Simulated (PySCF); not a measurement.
**PySCF run on SrSe⁺**

File input.py (PySCF 2.14):

```python
from pyscf import gto, scf
from pyscf.geomopt.geometric_solver import optimize

mol = gto.M(
    atom='Sr 0 0 0; Se 0 0 2.72',
    basis='sbkjc',
    ecp={'Sr': 'sbkjc', 'Se': 'sbkjc'},
    charge=1,
    spin=1,
    verbose=4,
)
mf = scf.UHF(mol)
mf.kernel()
mol_eq = optimize(mf, maxsteps=30)
print('optimised geometry (angstrom)')
print(mol_eq.tostring('raw'))
print('orbital energies (hartree):', [e[max(0, n-3):n+3].round(4) for e, n in zip(mf.mo_energy, mol.nelec)])
```

```bash
$ OMP_NUM_THREADS=1 python input.py
```

Output (some set-up lines and the per-cycle HOMO/LUMO lines with their warnings removed):

```
PySCF version 2.14.0

[INPUT] Symbol           X                Y                Z      unit          X                Y                Z       unit  Magmom
[INPUT]  1 Sr     0.000000000000   0.000000000000   0.000000000000 AA    0.000000000000   0.000000000000   0.000000000000 Bohr   0.0
[INPUT]  2 Se     0.000000000000   0.000000000000   2.720000000000 AA    0.000000000000   0.000000000000   5.140055058817 Bohr   0.0

nuclear repulsion = 2.33460534229412
number of shells = 8
number of NR pGTOs = 36
number of NR cGTOs = 16
basis = sbkjc
ecp = {'Sr': 'sbkjc', 'Se': 'sbkjc'}

******** <class 'pyscf.scf.uhf.UHF'> ********
method = UHF
initial guess = minao
damping factor = 0
level_shift factor = 0
DIIS = <class 'pyscf.scf.diis.CDIIS'>
SCF conv_tol = 1e-09
SCF max_cycles = 50
number electrons alpha = 4  beta = 3
init E= -9.31138294836622

cycle= 1 E= -9.48925185249001  delta_E= -0.178  |g|= 0.0855  |ddm|= 1.69
cycle= 2 E= -9.50385618899024  delta_E= -0.0146  |g|= 0.0316  |ddm|= 0.241
cycle= 3 E= -9.50541461391693  delta_E= -0.00156  |g|= 0.0102  |ddm|= 0.0747
cycle= 4 E= -9.50590142229893  delta_E= -0.000487  |g|= 0.00486  |ddm|= 0.0462
cycle= 5 E= -9.50607000696667  delta_E= -0.000169  |g|= 0.0026  |ddm|= 0.036
cycle= 6 E= -9.50614362965657  delta_E= -7.36e-05  |g|= 0.00171  |ddm|= 0.026
cycle= 7 E= -9.50619586185694  delta_E= -5.22e-05  |g|= 0.000434  |ddm|= 0.0379
cycle= 8 E= -9.50619846323329  delta_E= -2.6e-06  |g|= 8.37e-05  |ddm|= 0.00914
cycle= 9 E= -9.50619850913067  delta_E= -4.59e-08  |g|= 2.64e-05  |ddm|= 0.00109
cycle= 10 E= -9.50619851073896  delta_E= -1.61e-09  |g|= 6.27e-06  |ddm|= 0.000114
cycle= 11 E= -9.5061985108569  delta_E= -1.18e-10  |g|= 2.2e-06  |ddm|= 3.25e-05
Extra cycle  E= -9.50619851087033  delta_E= -1.34e-11  |g|= 1.12e-06  |ddm|= 6.66e-06
converged SCF energy = -9.50619851087033  <S^2> = 0.78378253  2S+1 = 2.0335019
Create scanner for <class 'pyscf.grad.uhf.Gradients'>
Create scanner for <class 'pyscf.scf.uhf.UHF'>
input.py

Current date and time:

#|     Arguments passed to driver run_optimizer():      |#
customengine              <pyscf.geomopt.geometric_solver.PySCFEngine object>
logIni                    <dir>
maxiter                   30
----------------------------------------------------------
Custom engine selected.
Bonds will be generated from interatomic distances less than 1.20 times sum of covalent radii
6 internal coordinates being used (instead of 6 Cartesians)
Internal coordinate system (atoms numbered from 1):
Distance 1-2
Translation-X 1-2
Translation-Y 1-2
Translation-Z 1-2
Rotation-A 1-2
Rotation-B 1-2
Rotation-C 1-2
<class 'geometric.internal.Distance'> : 1
<class 'geometric.internal.TranslationX'> : 1
<class 'geometric.internal.TranslationY'> : 1
<class 'geometric.internal.TranslationZ'> : 1
<class 'geometric.internal.RotationA'> : 1
<class 'geometric.internal.RotationB'> : 1
<class 'geometric.internal.RotationC'> : 1
> ===== Optimization Info: ====
> Job type: Energy minimization
> Maximum number of optimization cycles: 30
> Initial / maximum trust radius (Angstrom): 0.100 / 0.300
> Convergence Criteria:
> Will converge when all 5 criteria are reached:
>  |Delta-E| < 1.00e-06
>  RMS-Grad  < 3.00e-04
>  Max-Grad  < 4.50e-04
>  RMS-Disp  < 1.20e-03
>  Max-Disp  < 1.80e-03
> === End Optimization Info ===

Geometry optimization cycle 1
Cartesian coordinates (Angstrom)
 Atom        New coordinates             dX        dY        dZ
  Sr   0.000000   0.000000   0.000000    0.000000  0.000000  0.000000
  Se   0.000000   0.000000   2.720000    0.000000  0.000000  0.000000

WARN: Mole.unit (angstrom) is changed to Bohr

New geometry
   1 Sr     0.000000000000   0.000000000000   0.000000000000 AA    0.000000000000   0.000000000000   0.000000000000 Bohr
   2 Se     0.000000000000   0.000000000000   2.720000000000 AA    0.000000000000   0.000000000000   5.140055058817 Bohr

******** <class 'pyscf.scf.hf.UHF_Scanner'> ********
method = UHF_Scanner
initial guess = minao
damping factor = 0
level_shift factor = 0
DIIS = <class 'pyscf.scf.diis.CDIIS'>
SCF conv_tol = 1e-09
SCF max_cycles = 50
number electrons alpha = 4  beta = 3
init E= -9.50619851087033
cycle= 1 E= -9.50619851087413  delta_E= -3.8e-12  |g|= 6.23e-07  |ddm|= 3.54e-06
Extra cycle  E= -9.50619851087554  delta_E= -1.41e-12  |g|= 3.93e-07  |ddm|= 2.15e-06
converged SCF energy = -9.50619851087554  <S^2> = 0.78378388  2S+1 = 2.0335033

******** <class 'pyscf.grad.rhf.Gradients_Scanner'> for <class 'pyscf.scf.hf.UHF_Scanner'> ********
unit = Eh/Bohr
--------------- UHF_Scanner gradients ---------------
         x                y                z
0 Sr     0.0000000000     0.0000000000     0.0446683159
1 Se    -0.0000000000    -0.0000000000    -0.0446683159
----------------------------------------------
cycle 1: E = -9.50619851088  dE = -9.5062  norm(grad) = 0.0631705
Step    0 : Gradient = 4.467e-02/4.467e-02 (rms/max) Energy = -9.5061985109
Hessian Eigenvalues: 5.00000e-02 5.00000e-02 5.00000e-02 ... 5.00000e-02 5.00000e-02 5.98084e-02

Geometry optimization cycle 2
Cartesian coordinates (Angstrom)
 Atom        New coordinates             dX        dY        dZ
  Sr  -0.000000  -0.000000  -0.100000   -0.000000 -0.000000 -0.100000
  Se   0.000000   0.000000   2.820000    0.000000  0.000000  0.100000
New geometry
   1 Sr    -0.000000000000  -0.000000000000  -0.100000000003 AA   -0.000000000000  -0.000000000000  -0.188972612463 Bohr
   2 Se     0.000000000000   0.000000000000   2.820000000003 AA    0.000000000000   0.000000000000   5.329027671280 Bohr

******** <class 'pyscf.scf.hf.UHF_Scanner'> ********
method = UHF_Scanner
initial guess = minao
damping factor = 0
level_shift factor = 0
DIIS = <class 'pyscf.scf.diis.CDIIS'>
SCF conv_tol = 1e-09
SCF max_cycles = 50
number electrons alpha = 4  beta = 3
init E= -9.50692972849315
cycle= 1 E= -9.51614440890402  delta_E= -0.00921  |g|= 0.00873  |ddm|= 0.101
cycle= 2 E= -9.51626549058863  delta_E= -0.000121  |g|= 0.00303  |ddm|= 0.0218
cycle= 3 E= -9.51630921518777  delta_E= -4.37e-05  |g|= 0.00209  |ddm|= 0.0134
cycle= 4 E= -9.51633568900152  delta_E= -2.65e-05  |g|= 0.00159  |ddm|= 0.0104
cycle= 5 E= -9.51637250048865  delta_E= -3.68e-05  |g|= 0.00116  |ddm|= 0.0187
cycle= 6 E= -9.51641104484516  delta_E= -3.85e-05  |g|= 0.000221  |ddm|= 0.0416
cycle= 7 E= -9.51641162259787  delta_E= -5.78e-07  |g|= 4.52e-05  |ddm|= 0.00525
cycle= 8 E= -9.5164116274313  delta_E= -4.83e-09  |g|= 1.13e-05  |ddm|= 0.000173
cycle= 9 E= -9.51641162811457  delta_E= -6.83e-10  |g|= 3.1e-06  |ddm|= 9.03e-05
Extra cycle  E= -9.51641162814094  delta_E= -2.64e-11  |g|= 1.71e-06  |ddm|= 9.23e-06
converged SCF energy = -9.51641162814094  <S^2> = 0.83448609  2S+1 = 2.0827732

******** <class 'pyscf.grad.rhf.Gradients_Scanner'> for <class 'pyscf.scf.hf.UHF_Scanner'> ********
unit = Eh/Bohr
--------------- UHF_Scanner gradients ---------------
         x                y                z
0 Sr    -0.0000000000     0.0000000000     0.0127697737
1 Se     0.0000000000    -0.0000000000    -0.0127697737
----------------------------------------------
cycle 2: E = -9.51641162814  dE = -0.0102131  norm(grad) = 0.0180592
Step    1 : Displace = 1.000e-01/1.000e-01 (rms/max) Trust = 1.000e-01 (=) Grad = 1.277e-02/1.277e-02 (rms/max) E (change) = -9.5164116281 (-1.021e-02) Quality = 0.810
Hessian Eigenvalues: 5.00000e-02 5.00000e-02 5.00000e-02 ... 5.00000e-02 5.00000e-02 8.43999e-02

Geometry optimization cycle 3
Cartesian coordinates (Angstrom)
 Atom        New coordinates             dX        dY        dZ
  Sr  -0.000000  -0.000000  -0.140032   -0.000000 -0.000000 -0.040032
  Se   0.000000   0.000000   2.860032    0.000000  0.000000  0.040032
New geometry
   1 Sr    -0.000000000000  -0.000000000000  -0.140032467911 AA   -0.000000000000  -0.000000000000  -0.264623012900 Bohr
   2 Se     0.000000000000   0.000000000000   2.860032467911 AA    0.000000000000   0.000000000000   5.404678071717 Bohr

******** <class 'pyscf.scf.hf.UHF_Scanner'> ********
method = UHF_Scanner
initial guess = minao
damping factor = 0
level_shift factor = 0
DIIS = <class 'pyscf.scf.diis.CDIIS'>
SCF conv_tol = 1e-09
SCF max_cycles = 50
number electrons alpha = 4  beta = 3
init E= -9.51404234646317
cycle= 1 E= -9.5176479803916  delta_E= -0.00361  |g|= 0.00325  |ddm|= 0.0326
cycle= 2 E= -9.51767316069227  delta_E= -2.52e-05  |g|= 0.00158  |ddm|= 0.00928
cycle= 3 E= -9.51769022280286  delta_E= -1.71e-05  |g|= 0.00131  |ddm|= 0.00835
cycle= 4 E= -9.51770334556912  delta_E= -1.31e-05  |g|= 0.0011  |ddm|= 0.0075
cycle= 5 E= -9.51773201778358  delta_E= -2.87e-05  |g|= 0.000691  |ddm|= 0.0221
cycle= 6 E= -9.51774700898503  delta_E= -1.5e-05  |g|= 8.39e-05  |ddm|= 0.03
cycle= 7 E= -9.51774702719686  delta_E= -1.82e-08  |g|= 2.46e-05  |ddm|= 0.000423
cycle= 8 E= -9.51774702978847  delta_E= -2.59e-09  |g|= 6.76e-06  |ddm|= 0.000356
cycle= 9 E= -9.51774703000003  delta_E= -2.12e-10  |g|= 1.55e-06  |ddm|= 4.33e-05
[part of the log left out]
cycle= 3 E= -9.51820513873598  delta_E= -1.29e-06  |g|= 0.000331  |ddm|= 0.00242
cycle= 4 E= -9.5182067341598  delta_E= -1.6e-06  |g|= 0.000247  |ddm|= 0.00372
cycle= 5 E= -9.51820856925929  delta_E= -1.84e-06  |g|= 9e-05  |ddm|= 0.00757
cycle= 6 E= -9.51820876390713  delta_E= -1.95e-07  |g|= 9.1e-06  |ddm|= 0.00325
cycle= 7 E= -9.51820876427285  delta_E= -3.66e-10  |g|= 2.68e-06  |ddm|= 7.64e-05
Extra cycle  E= -9.51820876429307  delta_E= -2.02e-11  |g|= 1.49e-06  |ddm|= 7.6e-06
converged SCF energy = -9.51820876429307  <S^2> = 1.0101199  2S+1 = 2.2451013

******** <class 'pyscf.grad.rhf.Gradients_Scanner'> for <class 'pyscf.scf.hf.UHF_Scanner'> ********
unit = Eh/Bohr
--------------- UHF_Scanner gradients ---------------
         x                y                z
0 Sr     0.0000000000    -0.0000000000     0.0001085230
1 Se    -0.0000000000     0.0000000000    -0.0001085230
----------------------------------------------
cycle 6: E = -9.51820876429  dE = -8.7798e-06  norm(grad) = 0.000153475
Step    5 : Displace = 6.909e-03/6.909e-03 (rms/max) Trust = 3.000e-01 (+) Grad = 1.085e-04/1.085e-04 (rms/max) E (change) = -9.5182087643 (-8.780e-06) Quality = 1.167
Hessian Eigenvalues: 1.79072e-02 5.00000e-02 5.00000e-02 ... 5.00000e-02 5.00000e-02 5.00000e-02

Geometry optimization cycle 7
Cartesian coordinates (Angstrom)
 Atom        New coordinates             dX        dY        dZ
  Sr  -0.000000   0.000000  -0.193020   -0.000000  0.000000 -0.001603
  Se   0.000000  -0.000000   2.913020    0.000000 -0.000000  0.001603
New geometry
   1 Sr    -0.000000000000   0.000000000000  -0.193020200014 AA   -0.000000000000   0.000000000000  -0.364755314536 Bohr
   2 Se     0.000000000000  -0.000000000000   2.913020200014 AA    0.000000000000  -0.000000000000   5.504810373353 Bohr

******** <class 'pyscf.scf.hf.UHF_Scanner'> ********
method = UHF_Scanner
initial guess = minao
damping factor = 0
level_shift factor = 0
DIIS = <class 'pyscf.scf.diis.CDIIS'>
SCF conv_tol = 1e-09
SCF max_cycles = 50
number electrons alpha = 4  beta = 3
init E= -9.51807849280871
cycle= 1 E= -9.51820878030958  delta_E= -0.00013  |g|= 0.000134  |ddm|= 0.0011
cycle= 2 E= -9.51820885016607  delta_E= -6.99e-08  |g|= 9.08e-05  |ddm|= 0.000467
cycle= 3 E= -9.51820892296014  delta_E= -7.28e-08  |g|= 7.78e-05  |ddm|= 0.000581
cycle= 4 E= -9.51820901764974  delta_E= -9.47e-08  |g|= 5.58e-05  |ddm|= 0.000957
cycle= 5 E= -9.51820910935656  delta_E= -9.17e-08  |g|= 1.97e-05  |ddm|= 0.00169
cycle= 6 E= -9.51820911848943  delta_E= -9.13e-09  |g|= 2.12e-06  |ddm|= 0.0007
cycle= 7 E= -9.51820911850922  delta_E= -1.98e-11  |g|= 6.22e-07  |ddm|= 1.86e-05
Extra cycle  E= -9.51820911851038  delta_E= -1.16e-12  |g|= 3.47e-07  |ddm|= 1.8e-06
converged SCF energy = -9.51820911851038  <S^2> = 1.0146313  2S+1 = 2.2491165

******** <class 'pyscf.grad.rhf.Gradients_Scanner'> for <class 'pyscf.scf.hf.UHF_Scanner'> ********
unit = Eh/Bohr
--------------- UHF_Scanner gradients ---------------
         x                y                z
0 Sr     0.0000000000     0.0000000000     0.0000091012
1 Se    -0.0000000000    -0.0000000000    -0.0000091012
----------------------------------------------
cycle 7: E = -9.51820911851  dE = -3.54217e-07  norm(grad) = 1.2871e-05
Step    6 : Displace = 1.603e-03/1.603e-03 (rms/max) Trust = 3.000e-01 (=) Grad = 9.101e-06/9.101e-06 (rms/max) E (change) = -9.5182091185 (-3.542e-07) Quality = 1.077
Hessian Eigenvalues: 1.64054e-02 5.00000e-02 5.00000e-02 ... 5.00000e-02 5.00000e-02 5.00000e-02

Geometry optimization cycle 8
Cartesian coordinates (Angstrom)
 Atom        New coordinates             dX        dY        dZ
  Sr  -0.000000   0.000000  -0.193167   -0.000000 -0.000000 -0.000147
  Se   0.000000  -0.000000   2.913167    0.000000  0.000000  0.000147
New geometry
   1 Sr    -0.000000000000   0.000000000000  -0.193166984675 AA   -0.000000000000   0.000000000000  -0.365032697344 Bohr
   2 Se     0.000000000000  -0.000000000000   2.913166984675 AA    0.000000000000  -0.000000000000   5.505087756161 Bohr

******** <class 'pyscf.scf.hf.UHF_Scanner'> ********
method = UHF_Scanner
initial guess = minao
damping factor = 0
level_shift factor = 0
DIIS = <class 'pyscf.scf.diis.CDIIS'>
SCF conv_tol = 1e-09
SCF max_cycles = 50
number electrons alpha = 4  beta = 3
init E= -9.51819726264866
cycle= 1 E= -9.51820911822477  delta_E= -1.19e-05  |g|= 1.22e-05  |ddm|= 0.000101
cycle= 2 E= -9.51820911880682  delta_E= -5.82e-10  |g|= 8.29e-06  |ddm|= 4.26e-05
Extra cycle  E= -9.51820911921899  delta_E= -4.12e-10  |g|= 7.44e-06  |ddm|= 3.49e-05
converged SCF energy = -9.51820911921899  <S^2> = 1.0147431  2S+1 = 2.2492159

******** <class 'pyscf.grad.rhf.Gradients_Scanner'> for <class 'pyscf.scf.hf.UHF_Scanner'> ********
unit = Eh/Bohr
--------------- UHF_Scanner gradients ---------------
         x                y                z
0 Sr    -0.0000000000     0.0000000000    -0.0000089234
1 Se     0.0000000000    -0.0000000000     0.0000089234
----------------------------------------------
cycle 8: E = -9.51820911922  dE = -7.08612e-10  norm(grad) = 1.26196e-05
Step    7 : Displace = 1.468e-04/1.468e-04 (rms/max) Trust = 3.000e-01 (=) Grad = 8.923e-06/8.923e-06 (rms/max) E (change) = -9.5182091192 (-7.086e-10) Quality = 0.281
Hessian Eigenvalues: 1.64054e-02 5.00000e-02 5.00000e-02 ... 5.00000e-02 5.00000e-02 5.00000e-02
Converged! =D

    #| If this code has benefited your research, please support us by citing: |#
    #| Wang, L.-P.; Song, C.C. (2016) "Geometry optimization made simple with |#
    #| translation and rotation coordinates", J. Chem, Phys. 144, 214108.     |#
    #|                                     |#
optimised geometry (angstrom)
Sr         -0.00000000        0.00000000       -0.19316698
Se          0.00000000       -0.00000000        2.91316698
orbital energies (hartree): [array([-0.5168, -0.4893, -0.4664, -0.2029, -0.1157, -0.1119]), array([-0.9097, -0.4346, -0.4336, -0.2034, -0.1412, -0.1139])]
```

In short: E(SCF) = -9.506199 Eh, 11 cycles, ⟨S²⟩ = 0.784, all at the start geometry; optimised bond 3.106 Å with E = -9.518209 Eh after 8 steps.

It ran on Arm Neoverse N1 (1 thread, shared host) in 4.8 s.

The last line lists the levels of the start geometry. No search for the lowest solution was made.
